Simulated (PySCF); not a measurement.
## Calculated data, CH$_{5}$AlGeO

Computed with PySCF 2.14.0. Calculation on a computer-drawn molecule: the log of a Hartree-Fock and frozen-core CCSD(T) single point meant for a local Hartree-Fock minimum, with one planted fault or none, to be diagnosed. Offsets are logged minus clean, where the clean run is the same molecule without the fault. The reference is restricted for singlets and unrestricted otherwise, and also for a bond in bohr or an excited solution. Adding or removing an electron swaps singlet and doublet. The excited solution moves the top pair (singlet) or top alpha electron (doublet) to the lowest empty orbital. Highest occupied and lowest empty are orbital energies over both spins, largest force is the largest gradient component, triples share is (T) over the correlation energy, the T1 limit is 0.02 restricted and 0.045 unrestricted, electrons count all cores, a negative frequency is imaginary (commonest isotopes), and the dipole is about the centre of nuclear charge; on germanium a core potential holds 10 electrons, which the energies leave out, and 3d is frozen in MP2 and coupled-cluster steps.

Entry: CH$_{5}$AlGeO

Logged structure:
```xyz
9
CH5AlGeO
O      2.2179    -0.7488     2.3533
Al     1.6154    -0.6003     0.9063
C      0.8788    -0.4243    -0.8724
Ge    -0.2710     1.1430    -1.2396
H      0.2981    -1.3285    -1.0862
H      1.7139    -0.4056    -1.5816
H     -0.7530     1.0894    -2.6905
H     -1.4761     1.1231    -0.2950
H      0.5313     2.4271    -1.0107
```

```
meant charge                                : 0
meant multiplicity                          : 1
meant basis                                 : cc-pV(D+d)Z
meant basis and core potential on germanium : cc-pVDZ-PP ECP10MDF
logged electrons                            : 63
logged basis functions                      : 99
logged SCF converged                        : yes
logged spin squared                         : 0.7551
logged highest occupied                     : -16.54 eV
logged lowest empty                         : -5.9633 eV
logged largest force                        : 0.11133 hartree/bohr
logged T1 diagnostic                        : 0.014521
logged D1 diagnostic                        : 0.036835
logged triples share                        : 0.025373
logged CC converged                         : yes
logged dipole magnitude                     : 5.2968 debye
logged SCF stable within its kind           : yes
logged energy HF                            : -650.64247 hartree
logged energy CCSD(T)                       : -651.12684 hartree
possible faults                             : no fault, one electron removed, one electron added, multiplicity raised by two, geometry at a saddle point, SCF held on an excited solution, minimal basis STO-3G, one bond length entered in bohr, all coordinates scaled
planted fault                               : one electron removed
HF energy offset from clean run             : 170.6 kcal/mol
CCSD(T) energy offset from clean run        : 214.7 kcal/mol
```

Drawn bonds:
```
atom  other atom  order
   1           2      2
   2           3      1
   3           4      1
   3           5      1
   3           6      1
   4           7      1
   4           8      1
   4           9      1
```
